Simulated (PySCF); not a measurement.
# Name the molecule from its bond curve

A diatomic of charge 0 contains Br. Its doublet curve at PBE0 in a double-zeta basis (no relativity, PySCF), in eV from the separated fragments:

(R (Å), E (eV)): (1.696, -2.833), (1.775, -3.312), (1.854, -3.577), (1.913, -3.671), (1.972, -3.696), (2.031, -3.669), (2.110, -3.571), (2.209, -3.379), (2.327, -3.087), (2.485, -2.653)

The fit gives ωe = 718 cm⁻¹ and the rotational constant Bₑ = 0.5379 cm⁻¹.

Q: Which atom is the partner?

A: The minimum lies at 1.968 Å, so the reduced mass is 16.8576 u Å² cm⁻¹/(Bₑ·Re²) = 8.092 u. With Br at 78.92 u the partner weighs about 9.0 u: Be. The molecule is BeBr.

Spin–orbit coupling is left out. The state is the lowest determinant that a PBE0 search found; another state may lie lower at other levels.
